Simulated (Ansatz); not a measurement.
Ansatz (an electronic-structure program) input file for H₂InO₂, SMILES [OH][In][OH], multiplicity 2, CAM-B3LYP/def2-SVPD. Geometry optimised at B3LYP-D3(BJ)/def2-TZVP. The def2 effective core potentials stand for the cores of In; spin–orbit coupling is left out. One conformer was computed; it need not be the lowest.

Ansatz 0.2 input:
```yaml
crystal:
  periodic: [false, false, false]
  atoms:
    - {symbol: In, position_ang: [0.30732392, 0.00282645, 0.00000000]}
    - {symbol: O, position_ang: [-0.73030606, 1.74260993, 0.00000000]}
    - {symbol: H, position_ang: [-1.67774985, 1.54918530, 0.00000000]}
    - {symbol: O, position_ang: [-0.89017924, -1.64313668, 0.00000000]}
    - {symbol: H, position_ang: [-0.41723990, -2.48346723, 0.00000000]}
basis:
  gaussian:
    orbitals: def2-SVPD
hamiltonian:
  xc: {name: CAM-B3LYP}
magnetization: {spin_polarized: true, initial_magnetization: 1}
```

It prints:

```
WARN ansatz: RAYON_NUM_THREADS=1 ignored (pool sized by the plan → 1); use --threads N
Functional definition: CAM-B3LYP
integrals: 0.03 GiB planned
882 factors; their error is unknown
integrals: 0.07 GiB planned
350 factors; integrals over basis functions are off by at most 3.0e-5 eV
mean field: 0.49 GiB planned
mean field evaluation 1: about -9284.1423 eV, gradient 5.5e1 eV
mean field evaluation 2: about -9248.1541 eV, gradient 1.1e2 eV
mean field evaluation 4: about -9295.6773 eV, gradient 5.0e0 eV
mean field evaluation 8: about -9295.7771 eV, gradient 5.8e-2 eV
mean field evaluation 16: about -9295.8376 eV, gradient 1.7e-4 eV
mean field -9295.83758214 eV, -341.6157301985 hartree, gradient 3.5e-5 eV, S^2 0.756144; 0 other end points of the search recorded, 0 dependent functions left out
reference -9295.83769673 eV, -341.6157344096 hartree; 20, 19 occupied and 74, 75 virtual orbitals, 882 factors
Total energy: -9295.83769673 eV, -341.6157344096 hartree
```

Self-consistency was reached.
